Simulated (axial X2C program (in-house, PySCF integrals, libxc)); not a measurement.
## Outer orbitals of TmH at 2.037 Å, BHandHLYP

Calculated with an in-house relativistic program for diatomic molecules. Spin-free means the one-electron spin-free X2C Hamiltonian; two-component (2c) means X2C with spin–orbit coupling and atomic mean-field two-electron Coulomb and Gaunt terms, so the difference of the two also holds small scalar two-electron terms. Basis: Tm dyall-cv3z [13s14p10d7f3g], H dyall-v3z [6s2p1d] (cores contracted in-house); Gaussian nuclei, density fitting, unrestricted open shells. Masses: Tm 168.934 u, H 1.008 u.

The distance is close to the 2c PBE0 minimum; the highest filled and lowest empty levels are listed.

Spin-free orbitals, state M_S = 1, Λ = 0 (beyond evenly filled blocks: 2 × σα) (Löwdin shares):

```tsv
symmetry	occupied	ε (eV)	atomic character
π-β	yes	-30.01	100% Tm p
π+β	yes	-30.01	100% Tm p
σα	yes	-10.46	99% Tm f
π-α	yes	-9.23	100% Tm f
π+α	yes	-9.23	100% Tm f
π-β	yes	-8.72	100% Tm f
π+β	yes	-8.72	100% Tm f
δ-α	yes	-8.54	100% Tm f
δ+α	yes	-8.54	100% Tm f
φ-α	yes	-7.79	100% Tm f
φ+α	yes	-7.79	100% Tm f
σα	yes	-7.76	60% H s, 21% Tm s, 10% Tm d
δ-β	yes	-7.28	100% Tm f
δ+β	yes	-7.28	100% Tm f
φ+β	yes	-7.17	100% Tm f
φ-β	yes	-7.17	100% Tm f
σβ	yes	-7.07	58% H s, 24% Tm s, 9% Tm d
σα	yes	-4.50	61% Tm s, 24% Tm p, 10% Tm d
σβ	no	-1.55	60% Tm s, 27% Tm p, 8% Tm d
π-α	no	-0.43	94% Tm p, 6% Tm d
π+α	no	-0.43	94% Tm p, 6% Tm d
π+β	no	-0.14	98% Tm p
π-β	no	-0.14	98% Tm p
```

The lowest two-component determinant found has another configuration (Ω = 3 (⟨Sz⟩ = 0.92, ⟨Lz⟩ = 2.08 at BHandHLYP)), so the levels differ by more than spin–orbit coupling. Its spinors:

| ω | occupied | ε (eV) | atomic character | λ mixture |
| --- | --- | --- | --- | --- |
| 1/2 | yes | -28.65 | 98% Tm p | 66% σ, 34% π |
| -3/2 | yes | -28.43 | 100% Tm p | 100% π |
| -1/2 | yes | -28.34 | 98% Tm p | 71% σ, 29% π |
| -3/2 | yes | -9.86 | 100% Tm f | 91% δ, 9% π |
| -5/2 | yes | -9.48 | 100% Tm f | 92% φ, 8% δ |
| 5/2 | yes | -9.35 | 100% Tm f | 51% δ, 49% φ |
| 1/2 | yes | -9.15 | 97% Tm f, 2% H s | 61% σ, 39% π |
| -1/2 | yes | -9.14 | 100% Tm f | 85% π, 15% σ |
| 3/2 | yes | -9.11 | 100% Tm f | 52% δ, 48% π |
| 5/2 | yes | -8.61 | 100% Tm f | 51% φ, 49% δ |
| 7/2 | yes | -8.33 | 100% Tm f | 100% φ |
| 1/2 | yes | -8.02 | 61% Tm f, 25% H s, 8% Tm s | 55% σ, 45% π |
| 3/2 | yes | -7.93 | 100% Tm f | 52% π, 48% δ |
| 1/2 | yes | -7.57 | 44% Tm f, 34% H s, 13% Tm s | 83% σ, 17% π |
| -3/2 | yes | -7.36 | 100% Tm f | 91% π, 9% δ |
| -1/2 | yes | -7.28 | 50% Tm f, 32% H s, 10% Tm s | 91% σ, 9% π |
| -7/2 | yes | -7.16 | 100% Tm f | 100% φ |
| -1/2 | yes | -6.73 | 51% Tm f, 26% H s, 16% Tm s | 94% σ, 6% π |
| 1/2 | yes | -4.49 | 60% Tm s, 24% Tm p, 10% Tm d | 100% σ |
| -1/2 | no | -1.54 | 57% Tm s, 27% Tm p, 9% Tm d | 100% σ |
| -1/2 | no | -0.51 | 93% Tm p, 6% Tm d | 99% π, 1% σ |
| 3/2 | no | -0.40 | 94% Tm p, 6% Tm d | 100% π |
| 1/2 | no | -0.21 | 97% Tm p, 3% Tm d | 98% π, 2% σ |

Mulliken charges and populations of the two-component result (they depend on the basis, above all on diffuse functions):

Tm 0.37 e (s 11.14 p 24.25 d 20.24 f 13.00), H -0.37 e (s 1.36 p 0.01). ⟨Lz⟩ = 2.08 ħ and ⟨Sz⟩ = 0.92 ħ (0.84 and 0.08 on the two atoms), which add up to Ω.

One determinant describes the state; a PBE0 search over occupations chose it and may have missed a lower one. Density functionals use the spin component along the axis (collinear). Other states lie close and PBE0, whose exact exchange favours high spin, may order them wrongly; the determinant shown need not be the ground state. The nearest other spin-free determinant of the search, M_S = 1, Λ = 1, lies 0.04 eV up at the distance of the search. Without a current term, density functionals place determinants with orbital angular momentum somewhat too high. With several unpaired electrons one determinant need not be a pure state. A state of lower Ω lies just above, and one determinant can place such states too high, so the state shown need not be the lowest. The search has Ω = 2 only 0.03 eV up.
